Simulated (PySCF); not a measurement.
CHNO, triplet, geometry from GFN2-xTB (a higher spin typed on purpose: for a closed-shell molecule this is an excited state); PySCF with DF-B3LYP/d-aug-cc-pVDZ.

PySCF was given this input:
```python
from pyscf import gto, scf, dft
import numpy

mol = gto.Mole()
mol.atom = '''
    N    -1.09818464    0.24883739    0.18204870
    C     0.11446458   -0.30354462    0.21455972
    O     1.09913303    0.03243851   -0.41900695
    H    -1.79255916   -0.18010200    0.79035636
'''
mol.basis = 'd-aug-cc-pvdz'
mol.spin = 2
mol.verbose = 4
mol.build()
print('smallest overlap eigenvalue', numpy.linalg.eigvalsh(mol.intor('int1e_ovlp'))[0])

mf = dft.UKS(mol)
mf.xc = 'b3lyp'
mf = mf.density_fit(auxbasis='def2-universal-jkfit')
mf = scf.addons.remove_linear_dep_(mf, threshold=1e-8, lindep=1e-8)
mf.kernel()
```

**Question.** Predict the main parts of the log of this PySCF run.

**Answer.** 
```
PySCF version 2.14.0

[INPUT] verbose = 4
[INPUT] num. atoms = 4
[INPUT] num. electrons = 22
[INPUT] charge = 0
[INPUT] spin (= nelec alpha-beta = 2S) = 2
[INPUT] symmetry False subgroup None
[INPUT] Mole.unit = angstrom
[INPUT] Symbol           X                Y                Z      unit          X                Y                Z       unit  Magmom
[INPUT]  1 N     -1.098184640000   0.248837390000   0.182048700000 AA   -2.075268203804   0.470234516652   0.344022184333 Bohr   0.0
[INPUT]  2 C      0.114464580000  -0.303544620000   0.214559720000 AA    0.216306707163  -0.573616198385   0.405459108163 Bohr   0.0
[INPUT]  3 O      1.099133030000   0.032438510000  -0.419006950000 AA    2.077060401163   0.061299899789  -0.791808379789 Bohr   0.0
[INPUT]  4 H     -1.792559160000  -0.180102000000   0.790356360000 AA   -3.387445874480  -0.340343454486   1.493557061208 Bohr   0.0

nuclear repulsion = 57.0535736813389
number of shells = 33
number of NR pGTOs = 147
number of NR cGTOs = 109
basis = d-aug-cc-pvdz
ecp = {}
input.py:20: DeprecationWarning: remove_linear_dep_ is deprecated and will be removed in a future release. Linear dependency handling is now built into the SCF procedure by default. Linear dependency removal can be controlled using the following settings:
  pyscf.scf.hf.remove_overlap_zero_eigenvalue = True
  pyscf.scf.hf.overlap_zero_eigenvalue_threshold = 1e-6

  mf = scf.addons.remove_linear_dep_(mf, threshold=1e-8, lindep=1e-8)
smallest overlap eigenvalue 4.001258964454253e-05

******** <class 'pyscf.df.df_jk.DFUKS'> ********
method = DFUKS
initial guess = minao
damping factor = 0
level_shift factor = 0
DIIS = <class 'pyscf.scf.diis.CDIIS'>
diis_start_cycle = 1
diis_space = 8
diis_damp = 0
SCF conv_tol = 1e-09
SCF conv_tol_grad = None
SCF max_cycles = 50
direct_scf = False
number electrons alpha = 12  beta = 10
XC library pyscf.dft.libxc version 7.1.2
    S. Lehtola, C. Steigemann, M. J. T. Oliveira, and M. A. L. Marques,  SoftwareX 7, 1–5 (2018)
XC functionals = b3lyp
    P. J. Stephens, F. J. Devlin, C. F. Chabalowski, and M. J. Frisch,  J. Phys. Chem. 98, 11623 (1994)
radial grids:
    Treutler-Ahlrichs [JCP 102, 346 (1995); DOI:10.1063/1.469408] (M4) radial grids

becke partition: Becke, JCP 88, 2547 (1988); DOI:10.1063/1.454033
pruning grids: <function nwchem_prune>
grids dens level: 3
symmetrized grids: False
atomic radii adjust function: <function treutler_atomic_radii_adjust>
small_rho_cutoff = 0
Set gradient conv threshold to 3.16228e-05
tot grids = 51912
******** <class 'pyscf.df.df.DF'> ********
auxbasis = def2-universal-jkfit
init E= -168.915471849092

cycle= 1 E= -168.45756582415  delta_E= 0.458  |g|= 0.51  |ddm|= 3.32

cycle= 2 E= -167.491654918859  delta_E= 0.966  |g|= 1.53  |ddm|= 2.44

cycle= 3 E= -168.572379753596  delta_E= -1.08  |g|= 0.0778  |ddm|= 1.89

cycle= 4 E= -168.572088061351  delta_E= 0.000292  |g|= 0.091  |ddm|= 0.234
cycle= 5 E= -168.575965419605  delta_E= -0.00388  |g|= 0.0168  |ddm|= 0.139
cycle= 6 E= -168.576160102002  delta_E= -0.000195  |g|= 0.00664  |ddm|= 0.035
cycle= 7 E= -168.576206242357  delta_E= -4.61e-05  |g|= 0.00153  |ddm|= 0.0213
cycle= 8 E= -168.576209187863  delta_E= -2.95e-06  |g|= 0.000833  |ddm|= 0.0054
cycle= 9 E= -168.576210031194  delta_E= -8.43e-07  |g|= 0.000368  |ddm|= 0.00315
cycle= 10 E= -168.576210140544  delta_E= -1.09e-07  |g|= 9.39e-05  |ddm|= 0.00106
cycle= 11 E= -168.576210146635  delta_E= -6.09e-09  |g|= 4.31e-05  |ddm|= 0.000383
cycle= 12 E= -168.576210147619  delta_E= -9.84e-10  |g|= 6.79e-06  |ddm|= 0.000107
Extra cycle  E= -168.576210147617  delta_E= 2.27e-12  |g|= 1.21e-05  |ddm|= 3.02e-05
converged SCF energy = -168.576210147617  <S^2> = 2.017936  2S+1 = 3.0119336
```
